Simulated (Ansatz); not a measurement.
Total energies of In7As7H20, a nanocrystal cut from wurtzite InAs (hydrogen-capped) from Ansatz at PBE0-D4/def2-SVP, gas phase (1 Eh = 27.2114 eV = 2625.5 kJ/mol). The reference geometry is relaxed at PBE-D4/def2-SVP.

```tsv
atom	x (Å)	y (Å)	z (Å)
In1	-0.065	4.156	-2.390
As2	2.123	3.561	-0.813
As3	-1.210	1.792	-1.698
In4	0.167	-0.266	-2.679
In5	2.587	1.352	0.696
As6	2.198	-0.652	-1.011
As7	-1.409	-2.372	-1.952
In8	2.338	-3.194	-0.012
In9	-1.849	1.749	0.887
As10	0.389	1.156	2.187
As11	-3.131	-0.651	1.093
In12	-1.984	-3.074	0.615
In13	0.162	-1.026	3.819
As14	0.345	-2.853	1.810
H15	0.501	4.046	-4.027
H16	-0.890	5.442	-1.567
H17	3.390	3.744	-1.649
H18	2.388	4.742	0.122
H19	-2.555	1.734	-2.426
H20	0.447	-0.261	-4.395
H21	4.115	1.424	1.520
H22	3.390	-0.535	-1.963
H23	-2.741	-2.217	-2.686
H24	-0.946	-3.621	-2.699
H25	1.677	-4.209	-1.269
H26	3.846	-3.349	0.836
H27	-2.860	3.046	1.453
H28	0.506	2.351	3.136
H29	-4.388	-0.568	0.225
H30	-3.855	-0.716	2.436
H31	-3.109	-4.393	0.724
H32	1.599	-1.119	4.789
H33	-1.508	-1.033	4.328
H34	0.335	-4.189	2.558
```

| state | geometry | energy (Eh) |
| --- | --- | --- |
| charge 0 singlet | reference | -16990.56082 |
| charge 1 doublet | reference | -16990.26901 |
| charge -1 doublet | reference | -16990.58437 |
| free In atom (doublet) | – | -190.10951 |
| free As atom (quartet) | – | -2235.26429 |
| free H atom (doublet) | – | -0.50029 |

In the def2 sets In takes a core potential; there is no spin–orbit coupling. Single mean-field runs in def2-SVP are fitted with def2-universal-jkfit.

(1) Work out the vertical ionisation energy to the doublet.

(2) Work out the vertical electron affinity, to the doublet.

(3) Give the fundamental gap IE − EA, the Mulliken electronegativity (IE + EA)/2 and the hardness (IE − EA)/2.

(4) What is the binding energy per atom against free atoms?

(1) E(charge 1 doublet) − E(charge 0 singlet) = -16990.26901 − (-16990.56082) = 0.29181 Eh = 7.94 eV. For comparison, −ε of the highest occupied level is 6.83 eV at this level, 1.11 eV less.

(2) E(charge 0 singlet) − E(charge -1 doublet) = -16990.56082 − (-16990.58437) = 0.02355 Eh = 0.64 eV. The basis lacks diffuse functions, which makes affinities too small.

(3) From the values in Eh: IE − EA = 0.29181 − 0.02355 = 0.26826 Eh = 7.30 eV; (IE + EA)/2 = 4.29 eV; (IE − EA)/2 = 3.65 eV. The HOMO–LUMO gap of the same run is 5.26 eV, 2.04 eV smaller than the fundamental gap.

(4) Atoms: 7 × (-190.10951) + 7 × (-2235.26429) + 20 × (-0.50029) = -16987.62240 Eh. Binding: -16987.62240 − (-16990.56082) = 2.93842 Eh = 79.96 eV, or 2.35 eV for each of 34 atoms (no zero-point energy, no counterpoise term).

At PBE0-D4/def2-SVP the highest occupied level of the charge -1 doublet lies above zero (up to 0.40 eV). By energy differences its removal costs 0.64 eV (vertical, to the charge 0 singlet, at PBE0-D4/def2-SVP); self-interaction error and the lack of diffuse functions both raise the level.
